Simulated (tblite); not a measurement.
Species: C₅H₉FOS.
SMILES with atom numbers: `[CH3:1][S@@:2](=[O:3])[CH2:4][C@H:5]1[CH2:6][C@H:7]1[F:8]` (hydrogens: H9, H10, H11 on C1; H12, H13 on C4; H14 on C5; H15, H16 on C6; H17 on C7)

Computed with GFN2-xTB (tblite), gas phase: Langevin dynamics at 300 K from the optimised GFN2-xTB geometry, time step 0.5 fs, friction 0.01 fs⁻¹, 2000 steps. The instantaneous temperature is 2·E(kin)/(3Nk) with all 3N coordinates.

```json
{"t (fs)": "0", "T (K)": "259", "E(pot) above start (eV)": "0.000", "C1–S2 (Å)": "1.849", "S2=O3 (Å)": "1.462", "S2–C4 (Å)": "1.869", "C4–C5 (Å)": "1.501", "C5–C6 (Å)": "1.508", "C1–H9 (Å)": "1.084", "C1–S2–C4–C5 (°)": "-178"}
{"t (fs)": "50", "T (K)": "192", "E(pot) above start (eV)": "0.514", "C1–S2 (Å)": "1.902", "S2=O3 (Å)": "1.473", "S2–C4 (Å)": "1.890", "C4–C5 (Å)": "1.523", "C5–C6 (Å)": "1.523", "C1–H9 (Å)": "1.139", "C1–S2–C4–C5 (°)": "-172"}
{"t (fs)": "100", "T (K)": "182", "E(pot) above start (eV)": "0.471", "C1–S2 (Å)": "1.881", "S2=O3 (Å)": "1.465", "S2–C4 (Å)": "1.919", "C4–C5 (Å)": "1.488", "C5–C6 (Å)": "1.501", "C1–H9 (Å)": "1.062", "C1–S2–C4–C5 (°)": "-176"}
{"t (fs)": "150", "T (K)": "178", "E(pot) above start (eV)": "0.593", "C1–S2 (Å)": "1.883", "S2=O3 (Å)": "1.440", "S2–C4 (Å)": "1.892", "C4–C5 (Å)": "1.526", "C5–C6 (Å)": "1.558", "C1–H9 (Å)": "1.110", "C1–S2–C4–C5 (°)": "-176"}
{"t (fs)": "200", "T (K)": "247", "E(pot) above start (eV)": "0.418", "C1–S2 (Å)": "1.852", "S2=O3 (Å)": "1.474", "S2–C4 (Å)": "1.852", "C4–C5 (Å)": "1.493", "C5–C6 (Å)": "1.503", "C1–H9 (Å)": "1.092", "C1–S2–C4–C5 (°)": "-162"}
{"t (fs)": "250", "T (K)": "299", "E(pot) above start (eV)": "0.479", "C1–S2 (Å)": "1.847", "S2=O3 (Å)": "1.451", "S2–C4 (Å)": "1.887", "C4–C5 (Å)": "1.489", "C5–C6 (Å)": "1.495", "C1–H9 (Å)": "1.091", "C1–S2–C4–C5 (°)": "-155"}
{"t (fs)": "300", "T (K)": "250", "E(pot) above start (eV)": "0.716", "C1–S2 (Å)": "1.860", "S2=O3 (Å)": "1.454", "S2–C4 (Å)": "1.885", "C4–C5 (Å)": "1.472", "C5–C6 (Å)": "1.549", "C1–H9 (Å)": "1.115", "C1–S2–C4–C5 (°)": "-142"}
{"t (fs)": "350", "T (K)": "273", "E(pot) above start (eV)": "0.496", "C1–S2 (Å)": "1.893", "S2=O3 (Å)": "1.468", "S2–C4 (Å)": "1.877", "C4–C5 (Å)": "1.535", "C5–C6 (Å)": "1.477", "C1–H9 (Å)": "1.044", "C1–S2–C4–C5 (°)": "-157"}
{"t (fs)": "400", "T (K)": "330", "E(pot) above start (eV)": "0.718", "C1–S2 (Å)": "1.852", "S2=O3 (Å)": "1.480", "S2–C4 (Å)": "1.871", "C4–C5 (Å)": "1.517", "C5–C6 (Å)": "1.540", "C1–H9 (Å)": "1.076", "C1–S2–C4–C5 (°)": "-156"}
{"t (fs)": "450", "T (K)": "312", "E(pot) above start (eV)": "0.625", "C1–S2 (Å)": "1.862", "S2=O3 (Å)": "1.458", "S2–C4 (Å)": "1.998", "C4–C5 (Å)": "1.487", "C5–C6 (Å)": "1.488", "C1–H9 (Å)": "1.098", "C1–S2–C4–C5 (°)": "-166"}
{"t (fs)": "500", "T (K)": "436", "E(pot) above start (eV)": "0.526", "C1–S2 (Å)": "1.807", "S2=O3 (Å)": "1.449", "S2–C4 (Å)": "1.900", "C4–C5 (Å)": "1.527", "C5–C6 (Å)": "1.517", "C1–H9 (Å)": "1.085", "C1–S2–C4–C5 (°)": "179"}
{"t (fs)": "550", "T (K)": "396", "E(pot) above start (eV)": "0.512", "C1–S2 (Å)": "1.822", "S2=O3 (Å)": "1.443", "S2–C4 (Å)": "1.937", "C4–C5 (Å)": "1.493", "C5–C6 (Å)": "1.556", "C1–H9 (Å)": "1.052", "C1–S2–C4–C5 (°)": "179"}
{"t (fs)": "600", "T (K)": "319", "E(pot) above start (eV)": "0.565", "C1–S2 (Å)": "1.867", "S2=O3 (Å)": "1.490", "S2–C4 (Å)": "1.928", "C4–C5 (Å)": "1.487", "C5–C6 (Å)": "1.478", "C1–H9 (Å)": "1.106", "C1–S2–C4–C5 (°)": "175"}
{"t (fs)": "650", "T (K)": "359", "E(pot) above start (eV)": "0.467", "C1–S2 (Å)": "1.825", "S2=O3 (Å)": "1.467", "S2–C4 (Å)": "1.906", "C4–C5 (Å)": "1.537", "C5–C6 (Å)": "1.504", "C1–H9 (Å)": "1.044", "C1–S2–C4–C5 (°)": "175"}
{"t (fs)": "700", "T (K)": "266", "E(pot) above start (eV)": "0.492", "C1–S2 (Å)": "1.854", "S2=O3 (Å)": "1.438", "S2–C4 (Å)": "1.976", "C4–C5 (Å)": "1.478", "C5–C6 (Å)": "1.485", "C1–H9 (Å)": "1.118", "C1–S2–C4–C5 (°)": "-164"}
{"t (fs)": "750", "T (K)": "367", "E(pot) above start (eV)": "0.357", "C1–S2 (Å)": "1.851", "S2=O3 (Å)": "1.472", "S2–C4 (Å)": "1.856", "C4–C5 (Å)": "1.515", "C5–C6 (Å)": "1.498", "C1–H9 (Å)": "1.067", "C1–S2–C4–C5 (°)": "-175"}
{"t (fs)": "800", "T (K)": "366", "E(pot) above start (eV)": "0.512", "C1–S2 (Å)": "1.880", "S2=O3 (Å)": "1.466", "S2–C4 (Å)": "1.876", "C4–C5 (Å)": "1.530", "C5–C6 (Å)": "1.547", "C1–H9 (Å)": "1.085", "C1–S2–C4–C5 (°)": "168"}
{"t (fs)": "850", "T (K)": "270", "E(pot) above start (eV)": "0.752", "C1–S2 (Å)": "1.942", "S2=O3 (Å)": "1.473", "S2–C4 (Å)": "1.864", "C4–C5 (Å)": "1.512", "C5–C6 (Å)": "1.546", "C1–H9 (Å)": "1.112", "C1–S2–C4–C5 (°)": "170"}
{"t (fs)": "900", "T (K)": "395", "E(pot) above start (eV)": "0.486", "C1–S2 (Å)": "1.939", "S2=O3 (Å)": "1.469", "S2–C4 (Å)": "1.825", "C4–C5 (Å)": "1.528", "C5–C6 (Å)": "1.515", "C1–H9 (Å)": "1.077", "C1–S2–C4–C5 (°)": "170"}
{"t (fs)": "950", "T (K)": "324", "E(pot) above start (eV)": "0.596", "C1–S2 (Å)": "1.924", "S2=O3 (Å)": "1.446", "S2–C4 (Å)": "1.856", "C4–C5 (Å)": "1.517", "C5–C6 (Å)": "1.483", "C1–H9 (Å)": "1.101", "C1–S2–C4–C5 (°)": "167"}
{"t (fs)": "1000", "T (K)": "289", "E(pot) above start (eV)": "0.668", "C1–S2 (Å)": "1.889", "S2=O3 (Å)": "1.442", "S2–C4 (Å)": "1.895", "C4–C5 (Å)": "1.516", "C5–C6 (Å)": "1.518", "C1–H9 (Å)": "1.077", "C1–S2–C4–C5 (°)": "163"}
```

Q: From 500 fs on, how do temperature and potential energy compare with equipartition?

A: The mean temperature of these 11 frames is 344 K against the target 300 K, and the mean potential energy 0.54 eV against 45 × kT/2 = 0.58 eV for 45 classical harmonic modes. For 17 atoms in a canonical ensemble the temperature itself scatters by T·√(2/(3N)) = 59 K; here its standard deviation is 53 K. The whole run lasts only 10 friction times of 100 fs, so these averages carry a wide statistical error.

Q: What are the kinetic and total energies of the listed frame with the highest potential energy?

A: The one at 850 fs, 0.752 eV above the start. Its kinetic energy is 3NkT/2 = 0.594 eV at 270 K, so the sum is 1.35 eV; over the listed frames the sum runs from 0.57 to 1.48 eV, since the thermostat adds and removes energy.

Q: How much do the listed bonds fluctuate from 500 fs on?

A: 
```csv
bond,at the start (Å),mean (Å),standard deviation (Å)
C1–S2,1.849,1.873,0.045
S2=O3,1.462,1.459,0.016
S2–C4,1.869,1.893,0.041
C4–C5,1.501,1.513,0.018
C5–C6,1.508,1.513,0.026
C1–H9,1.084,1.084,0.023
```

The motion is classical and holds no zero-point motion.

The cost below is that of the whole dynamics run. Hardware: AMD EPYC 7R13, one thread (shared host). Cost: 13 s, 0.19 GiB resident at most.
